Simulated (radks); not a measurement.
Problem. These are the eigenvalues of the occupied orbitals of an atom or ion with whole-number occupations (Ry). Method: non-relativistic Kohn-Sham, r2SCAN, spin-polarised, spherical densities, point nucleus; meta-GGA in the generalised Kohn-Sham scheme; computed with a radial shooting solver on a logarithmic mesh with Libxc functionals.

orbital  eigenvalue
1s up     -113.2301
1s down   -113.2209
2s up      -9.80282
2s down    -9.79677
2p up      -6.87954
2p down    -6.86548
3p up      -1.34244

Which element is it, and in what charge state? The configuration may be excited. Open shells, if any, are filled with parallel spins first.

Solution. Z = 13, aluminium, charge +2: Al2+ in [Ne] 3p1. The list shows which subshells hold electrons but not how many an open one holds; the 1s level, -56.615 hartree, gives Z - s = 10.6 by -(Z - s)^2/2, which with screening narrows Z to a few neighbours, and the depths of the outer levels then fix element, charge and occupations together.
